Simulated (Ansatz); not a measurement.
Molecule: GeF2, net charge 1, doublet state. SMILES of the parent species: [F][Ge][F]
Coordinates optimised at B3LYP-D3(BJ)/def2-TZVP (Ansatz, a program for electronic structure):
```
Ge
F 1 1.6922
F 1 1.6922 2 117.20
```
Charge +1, spin multiplicity 2.

**Question.** Give the harmonic wavenumbers at B3LYP-D3(BJ)/def2-TZVP (Ansatz, finite differences of forces, unscaled).

**Answer.** 195, 717, 767 cm⁻¹. Zero-point energy 2.4 kcal/mol.

**Question.** From these and the geometry, give the ideal-gas thermochemistry at 298.15 K and 1 atm (rigid rotor, harmonic oscillator).

**Answer.** Point group C2v, rotational symmetry number 2. Rotational constants 26.06, 6.375, 5.122 GHz. S(trans) 40.02, S(rot) 22.07, S(vib) 2.70, S(elec, spin only) 1.38, S 66.2 cal/(mol K). H(298) - H(0) 2.85 kcal/mol; G - E(el) -14.5 kcal/mol.
